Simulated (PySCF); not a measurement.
C$_{5}$H$_{11}$O$_{2}$ (SMILES CC(C)(C)C(O)=[OH+]), charge +1, singlet, at a GFN2-xTB geometry, with bond 17-6 at 2.0 times its length; DF-PBE/def2-SVP in PySCF.

Input for PySCF:
```python
from pyscf import gto, scf, dft

mol = gto.Mole()
mol.atom = '''
    C    -1.11122537   -0.17288140   -1.33380704
    C    -0.57010329   -0.16996179    0.11985602
    C    -1.33695232    0.85239256    0.95921364
    C    -0.66467270   -1.57567562    0.71383606
    C     0.85397347    0.24309092   -0.06574510
    O     1.12576377    1.48989089   -0.06054431
    O     1.72292858   -0.66688557   -0.27850548
    H    -0.58137629   -0.88998833   -1.95530409
    H    -2.15651977   -0.46659898   -1.29127586
    H    -1.05348344    0.81511820   -1.78298812
    H    -2.37751648    0.54998635    1.02278069
    H    -1.29552996    1.84341474    0.51740807
    H    -0.93703627    0.90152611    1.96819509
    H    -0.24418740   -1.60083190    1.71530987
    H    -1.70924784   -1.86359540    0.77886709
    H    -0.14692126   -2.30500824    0.09817355
    H     2.95144259    2.07961437   -0.43608067
    H     2.64755800   -0.41460576   -0.47057695
'''
mol.basis = 'def2-svp'
mol.charge = 1
mol.verbose = 4
mol.build()

mf = dft.RKS(mol)
mf.xc = 'pbe'
mf.level_shift = 0.5
mf.max_cycle = 100
mf = mf.density_fit(auxbasis='def2-universal-jkfit')
mf.kernel()
```

**Question.** Write the output that PySCF gives for this input, abridged.

**Answer.** 
```
PySCF version 2.14.0

[INPUT] verbose = 4
[INPUT] num. atoms = 18
[INPUT] num. electrons = 56
[INPUT] charge = 1
[INPUT] spin (= nelec alpha-beta = 2S) = 0
[INPUT] symmetry False subgroup None
[INPUT] Mole.unit = angstrom
[INPUT] Symbol           X                Y                Z      unit          X                Y                Z       unit  Magmom
[...]
nuclear repulsion = 339.714731138311
number of shells = 75
number of NR pGTOs = 245
number of NR cGTOs = 153
basis = def2-svp
ecp = {}

******** <class 'pyscf.df.df_jk.DFRKS'> ********
method = DFRKS
initial guess = minao
damping factor = 0
level_shift factor = 0.5
DIIS = <class 'pyscf.scf.diis.CDIIS'>
diis_start_cycle = 1
diis_space = 8
diis_damp = 0
SCF conv_tol = 1e-09
SCF conv_tol_grad = None
SCF max_cycles = 100
direct_scf = False
XC library pyscf.dft.libxc version 7.1.2
    S. Lehtola, C. Steigemann, M. J. T. Oliveira, and M. A. L. Marques,  SoftwareX 7, 1–5 (2018)
XC functionals = pbe
    J. P. Perdew, K. Burke, and M. Ernzerhof,  Phys. Rev. Lett. 77, 3865 (1996)
    J. P. Perdew, K. Burke, and M. Ernzerhof,  Phys. Rev. Lett. 78, 1396 (1997)
    J. P. Perdew, K. Burke, and M. Ernzerhof,  Phys. Rev. Lett. 77, 3865 (1996)
    J. P. Perdew, K. Burke, and M. Ernzerhof,  Phys. Rev. Lett. 78, 1396 (1997)
radial grids:
    Treutler-Ahlrichs [JCP 102, 346 (1995); DOI:10.1063/1.469408] (M4) radial grids

becke partition: Becke, JCP 88, 2547 (1988); DOI:10.1063/1.454033
pruning grids: <function nwchem_prune>
grids dens level: 3
symmetrized grids: False
atomic radii adjust function: <function treutler_atomic_radii_adjust>
small_rho_cutoff = 0
Set gradient conv threshold to 3.16228e-05
Initial guess from minao.
tot grids = 206648
init E= -347.301643612738
[...]
cycle= 1 E= -346.268504618265  delta_E= 1.03  |g|= 0.984  |ddm|= 4.06
[...]
cycle= 2 E= -346.355873744187  delta_E= -0.0874  |g|= 0.967  |ddm|= 1.61
[...]
cycle= 3 E= -346.490070202853  delta_E= -0.134  |g|= 0.396  |ddm|= 0.504
[...]
cycle= 4 E= -346.515996490652  delta_E= -0.0259  |g|= 0.154  |ddm|= 0.264
[...]
cycle= 5 E= -346.521294761144  delta_E= -0.0053  |g|= 0.0439  |ddm|= 0.129
[...]
cycle= 6 E= -346.522080905697  delta_E= -0.000786  |g|= 0.0185  |ddm|= 0.0496
[...]
cycle= 7 E= -346.522367260858  delta_E= -0.000286  |g|= 0.0111  |ddm|= 0.0304
[...]
cycle= 8 E= -346.522505607822  delta_E= -0.000138  |g|= 0.00984  |ddm|= 0.0204
[...]
cycle= 9 E= -346.522593200635  delta_E= -8.76e-05  |g|= 0.00807  |ddm|= 0.0142
[...]
cycle= 10 E= -346.522651979246  delta_E= -5.88e-05  |g|= 0.00638  |ddm|= 0.0107
[...]
cycle= 11 E= -346.522690228511  delta_E= -3.82e-05  |g|= 0.00555  |ddm|= 0.00862
[...]
cycle= 12 E= -346.522714643595  delta_E= -2.44e-05  |g|= 0.00463  |ddm|= 0.00693
[...]
cycle= 13 E= -346.522733187744  delta_E= -1.85e-05  |g|= 0.00405  |ddm|= 0.00554
[...]
cycle= 14 E= -346.522745209143  delta_E= -1.2e-05  |g|= 0.00374  |ddm|= 0.00473
[...]
cycle= 15 E= -346.522753244895  delta_E= -8.04e-06  |g|= 0.00338  |ddm|= 0.0039
[...]
cycle= 16 E= -346.522759780731  delta_E= -6.54e-06  |g|= 0.00294  |ddm|= 0.00316
[...]
cycle= 17 E= -346.52276503864  delta_E= -5.26e-06  |g|= 0.00269  |ddm|= 0.0028
[...]
cycle= 18 E= -346.522769112258  delta_E= -4.07e-06  |g|= 0.00249  |ddm|= 0.00242
[...]
cycle= 19 E= -346.522772157098  delta_E= -3.04e-06  |g|= 0.00232  |ddm|= 0.00207
[...]
cycle= 20 E= -346.522774489357  delta_E= -2.33e-06  |g|= 0.00211  |ddm|= 0.0018
[...]
cycle= 21 E= -346.522776565043  delta_E= -2.08e-06  |g|= 0.00184  |ddm|= 0.00163
[...]
cycle= 22 E= -346.522777969405  delta_E= -1.4e-06  |g|= 0.00175  |ddm|= 0.00143
[...]
cycle= 23 E= -346.52277900576  delta_E= -1.04e-06  |g|= 0.00168  |ddm|= 0.00125
[...]
cycle= 24 E= -346.522779920904  delta_E= -9.15e-07  |g|= 0.00161  |ddm|= 0.00111
[...]
cycle= 25 E= -346.522780692544  delta_E= -7.72e-07  |g|= 0.00151  |ddm|= 0.000983
[...]
cycle= 26 E= -346.522781330287  delta_E= -6.38e-07  |g|= 0.00137  |ddm|= 0.000895
[...]
cycle= 27 E= -346.52278186802  delta_E= -5.38e-07  |g|= 0.00128  |ddm|= 0.000822
[...]
cycle= 28 E= -346.522782344885  delta_E= -4.77e-07  |g|= 0.0012  |ddm|= 0.000748
[...]
cycle= 29 E= -346.52278275932  delta_E= -4.14e-07  |g|= 0.00108  |ddm|= 0.000684
[...]
cycle= 30 E= -346.522783076905  delta_E= -3.18e-07  |g|= 0.000946  |ddm|= 0.000619
[...]
cycle= 31 E= -346.522783348778  delta_E= -2.72e-07  |g|= 0.000855  |ddm|= 0.000563
[...]
cycle= 32 E= -346.522783581844  delta_E= -2.33e-07  |g|= 0.000774  |ddm|= 0.000516
[...]
cycle= 33 E= -346.522783757118  delta_E= -1.75e-07  |g|= 0.000718  |ddm|= 0.000468
[...]
cycle= 34 E= -346.522783904023  delta_E= -1.47e-07  |g|= 0.000676  |ddm|= 0.000422
[...]
cycle= 35 E= -346.522784026662  delta_E= -1.23e-07  |g|= 0.000628  |ddm|= 0.00038
[...]
cycle= 36 E= -346.522784124797  delta_E= -9.81e-08  |g|= 0.000592  |ddm|= 0.000343
[...]
cycle= 37 E= -346.522784209375  delta_E= -8.46e-08  |g|= 0.000553  |ddm|= 0.000312
[...]
cycle= 38 E= -346.522784277234  delta_E= -6.79e-08  |g|= 0.000506  |ddm|= 0.000289
[...]
cycle= 39 E= -346.522784339488  delta_E= -6.23e-08  |g|= 0.000474  |ddm|= 0.000265
[...]
cycle= 40 E= -346.522784398071  delta_E= -5.86e-08  |g|= 0.000443  |ddm|= 0.000254
[...]
cycle= 41 E= -346.522784447467  delta_E= -4.94e-08  |g|= 0.000405  |ddm|= 0.00023
[...]
cycle= 42 E= -346.522784487664  delta_E= -4.02e-08  |g|= 0.000363  |ddm|= 0.000207
[...]
cycle= 43 E= -346.522784521099  delta_E= -3.34e-08  |g|= 0.000319  |ddm|= 0.00019
[...]
cycle= 44 E= -346.522784548685  delta_E= -2.76e-08  |g|= 0.000286  |ddm|= 0.000174
[...]
cycle= 45 E= -346.522784571954  delta_E= -2.33e-08  |g|= 0.000254  |ddm|= 0.00016
[...]
cycle= 46 E= -346.522784591541  delta_E= -1.96e-08  |g|= 0.000227  |ddm|= 0.000147
[...]
cycle= 47 E= -346.522784607574  delta_E= -1.6e-08  |g|= 0.000204  |ddm|= 0.000135
[...]
cycle= 48 E= -346.522784620677  delta_E= -1.31e-08  |g|= 0.000187  |ddm|= 0.000124
[...]
cycle= 49 E= -346.52278463141  delta_E= -1.07e-08  |g|= 0.000172  |ddm|= 0.000112
[...]
cycle= 50 E= -346.522784639836  delta_E= -8.43e-09  |g|= 0.000157  |ddm|= 0.000101
[...]
cycle= 51 E= -346.522784646511  delta_E= -6.68e-09  |g|= 0.000146  |ddm|= 9.09e-05
[...]
cycle= 52 E= -346.522784651946  delta_E= -5.43e-09  |g|= 0.000138  |ddm|= 8.23e-05
[...]
cycle= 53 E= -346.522784656595  delta_E= -4.65e-09  |g|= 0.000129  |ddm|= 7.49e-05
[...]
cycle= 54 E= -346.522784660419  delta_E= -3.82e-09  |g|= 0.000122  |ddm|= 6.81e-05
[...]
cycle= 55 E= -346.522784663652  delta_E= -3.23e-09  |g|= 0.000115  |ddm|= 6.24e-05
[...]
cycle= 56 E= -346.52278466694  delta_E= -3.29e-09  |g|= 0.000108  |ddm|= 6.12e-05
[...]
cycle= 57 E= -346.522784670024  delta_E= -3.08e-09  |g|= 9.68e-05  |ddm|= 5.8e-05
[...]
cycle= 58 E= -346.522784672495  delta_E= -2.47e-09  |g|= 8.51e-05  |ddm|= 5.14e-05
[...]
cycle= 59 E= -346.52278467434  delta_E= -1.85e-09  |g|= 7.72e-05  |ddm|= 4.6e-05
[...]
cycle= 60 E= -346.522784675862  delta_E= -1.52e-09  |g|= 6.91e-05  |ddm|= 4.2e-05
[...]
cycle= 61 E= -346.52278467715  delta_E= -1.29e-09  |g|= 6.3e-05  |ddm|= 3.85e-05
[...]
cycle= 62 E= -346.522784678299  delta_E= -1.15e-09  |g|= 5.65e-05  |ddm|= 3.58e-05
[...]
cycle= 63 E= -346.522784679248  delta_E= -9.49e-10  |g|= 5.08e-05  |ddm|= 3.27e-05
[...]
cycle= 64 E= -346.522784680091  delta_E= -8.43e-10  |g|= 4.44e-05  |ddm|= 3.14e-05
[...]
cycle= 65 E= -346.522784680775  delta_E= -6.83e-10  |g|= 3.97e-05  |ddm|= 2.85e-05
[...]
cycle= 66 E= -346.522784681342  delta_E= -5.67e-10  |g|= 3.54e-05  |ddm|= 2.6e-05
[...]
cycle= 67 E= -346.522784681784  delta_E= -4.42e-10  |g|= 3.18e-05  |ddm|= 2.33e-05
[...]
cycle= 68 E= -346.522784682127  delta_E= -3.43e-10  |g|= 2.89e-05  |ddm|= 2.09e-05
[...]
Extra cycle  E= -346.522784673018  delta_E= 9.11e-09  |g|= 0.000141  |ddm|= 0.000397
converged SCF energy = -346.522784673018
```
